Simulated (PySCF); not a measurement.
sulfur trioxide (O3S), singlet, geometry from GFN2-xTB. Base run: HF/6-31G** (PySCF).

Here is a job for PySCF.
```python
from pyscf import gto, scf

mol = gto.Mole()
mol.atom = '''
    O    -0.691787   -1.236790   -0.046012
    S    -0.000000    0.000000   -0.000000
    O    -0.725140    1.218401   -0.002092
    O     1.416927    0.018388    0.048104
'''
mol.basis = '6-31g**'
mol.charge = 0
mol.spin = 0
mol.verbose = 4
mol.build()

mf = scf.RHF(mol)
mf.kernel()
mf.analyze()
```

The base run was repeated with changes; each row names its change, and settings that it needs were set with it.

```csv
change,ΔE vs base (mEh),fitting functions
base,0.000,-
"exchange = seminumerical (SGX) (with mf = sgx.sgx_fit(mf, auxbasis='def2-universal-jfit'); with mf.with_df.dfj = True)",-0.436,198
auxbasis = cc-pvqz-jkfit,0.087,466
auxbasis = autoaux,…,…
auxbasis = default (with mf = mf.density_fit()),1.615,322
only_dfj = on; auxbasis = def2-universal-jfit,-0.424,198
auxbasis = def2-svp-ri,284.6,206
auxbasis = def2-tzvp-ri,…,…
auxbasis = cc-pvtz-jkfit,0.455,358
auxbasis = even-tempered beta=3.0,…,…
```

### Question
Some entries are withheld; supply them.

### Answer

- auxbasis = autoaux, ΔE vs base (mEh): 1.219
- auxbasis = autoaux, fitting functions: 493
- auxbasis = def2-tzvp-ri, ΔE vs base (mEh): -1.526
- auxbasis = def2-tzvp-ri, fitting functions: 341
- auxbasis = even-tempered beta=3.0, ΔE vs base (mEh): 0.324
- auxbasis = even-tempered beta=3.0, fitting functions: 371

A fitting set is made for a task (jfit for Coulomb, jkfit for Coulomb and exchange, ri for correlation) and for a family of orbital bases.
